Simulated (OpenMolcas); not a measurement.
Ionisation energies of tantalum

```yaml
Program: OpenMolcas 26.06
Basis: ANO-RCC [11s10p9d8f4g2h]
Scalar_Hamiltonian: DKH2, point nucleus
Spin-orbit_coupling: state interaction with AMFI integrals over the reference wave functions, term energies averaged over their components
```

Active shells in each charge state: the valence d, s shells, with orbitals averaged over the low states. Where CASPT2's correlated closed shells are named, they are those of the first ion.

A. CASSCF
B. SS-CASPT2, IPEA 0.25 Eh, imaginary shift 0.1 Eh (closed shells correlated: 5s 5p)
C. SS-CASPT2, IPEA 0 Eh, imaginary shift 0.1 Eh (closed shells correlated: 5s 5p)
D. SS-CASPT2, IPEA 0.25 Eh, imaginary shift 0.1 Eh (closed shells correlated: 4f 5s 5p)

Energies in eV between the lowest computed levels, named as in B; reference values from the NIST Atomic Spectra Database with their kind.

```csv
From,To,A,B,C,D,Spin-orbit share in B,Reference
Ta 5d³ 6s² ⁴F_3/2,Ta+ 5d³ 6s ⁵F₁,5.987,7.522,7.660,7.658,+0.084,7.550 (measured)
Ta+ 5d³ 6s ⁵F₁,Ta2+ 5d³ ⁴F_3/2,13.949,14.794,14.920,14.974,-0.237,16.200 (semi-empirical)
```

Error against the reference values, in %:

```csv
From,Reference,A,B,C,D
Ta,measured,-20.7,-0.4,+1.5,+1.4
Ta+,semi-empirical,-13.9,-8.7,-7.9,-7.6
```

Absolute error against the one measured value: A 1.56 eV, B 0.03 eV, C 0.11 eV, D 0.11 eV. B lies closest.

The lowest level within the active space need not be the ion's true ground level.
